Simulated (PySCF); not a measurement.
Structure problem from calculated spectra and properties.

Formula: C4H6F4O2.

| Item | Value |
| --- | --- |
| Dipole | 3.34 D [PBE0/def2-SVPD] |
| UV, first state | lowest singlet excitation: 8.36 eV (148 nm, f = 0.004) [TDDFT PBE0/def2-SVPD] |
| 13C NMR | chemical shifts (computed TMS as zero) by class: 128.1 (1 C), 121.2 (1 C), 53.4 (2 C) ppm [GIAO PBE0/pcSseg-1] |
| UV, strongest line | among the 6 lowest singlet transitions: S5 at 9.18 eV (135 nm, f = 0.023) [TDDFT PBE0/def2-SVPD] |
| Polarisability | 61.5 au [PBE0/def2-SVPD] |
| Triplet | lowest triplet excitation (Tamm–Dancoff): 8.23 eV [TDA PBE0/def2-SVPD] |
| Rotational structure | rotational constants A, B, C: 1.772, 1.233, 1.054 GHz [GFN2-xTB] |

Gas-phase values; electronic properties from PySCF, density fitting. Levels stand in brackets. One conformer (not necessarily the lowest) at the GFN2-xTB geometry, without solvent, vibrations or thermal averaging. NMR classes are plain means over equivalent atoms (diastereotopic ones count apart unless rotation or inversion swaps them), as if these changed places fast.

Question: Propose a structure and show how it fits.

Answer: Numbering: `[CH3:1][O:2][C:3]([F:4])([O:5][CH3:6])[C:7]([F:8])([F:9])[F:10]`. Its formula, C4H6F4O2, gives 0 degrees of unsaturation, so no ring and no π bond. 4 carbons fall into 3 classes; from least to most shielded: CF3 carbon [C7] (128.1 ppm), sp3 carbon bearing two oxygens [C3] (121.2 ppm), methoxy carbon [C1/C6] (53.4 ppm, 2 C, up to 3.7 ppm apart in this geometry). The optimised geometry has point group C1 and is an asymmetric top. Structure: `COC(F)(OC)C(F)(F)F`. Computed isomers that give other values at the same levels: `COCO[C@H](F)C(F)(F)F` (13C chemical shifts (computed TMS as zero) by class: 129.2 (1 C), 103.9 (1 C), 96.9 (1 C), 58.0 (1 C) ppm). The assignments are read from this structure; whether some other isomer fits the data as well wasn't checked.

The values belong to the conformer `[CH3:1][O:2][C:3]([F:4])([O:5][CH3:6])[C:7]([F:8])([F:9])[F:10]`: C1–O2–C3–F4 -59°, O2–C3–O5–C6 63°, O2–C3–C7–F8 -168°.
